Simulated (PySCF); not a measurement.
Problem. What does the GFN2-xTB structure of `Fc1ccc(F)c(F)c1F` look like in three dimensions?

Solution. 
Z-matrix in Å and degrees, rows numbered from 1:
```
F 
C   1  1.3375
C   2  1.3837  1  119.73
C   3  1.3826  2  119.74  1   179.96
C   4  1.3838  3  119.76  2     0.02
F   5  1.3375  4  119.67  3  -179.97
C   5  1.3923  4  120.92  3     0.02
F   7  1.3348  5  120.69  4   179.94
C   7  1.3915  5  119.32  4    -0.02
F   9  1.3347  2  120.67  1     0.05
H   3  1.0777  2  119.05  1    -0.02
H   4  1.0777  3  121.13  2   179.96
```

All 4 C–F bonds measure 1.335 to 1.338 Å. The 10 heavy atoms lie in one plane (0.001 Å rms). The 6-membered ring C2–C3–C4–C5–C7–C9 has internal angles of 119.3° to 120.9° (sum 720°, against 720° for a flat polygon); it is planar, 0.00 Å rms from its mean plane, widest ring torsion 0°.

Computed geometry: GFN2-xTB, gas phase.

Point group: C2v (tolerance 0.08 Å). GFN2-xTB frequencies: not computed here.
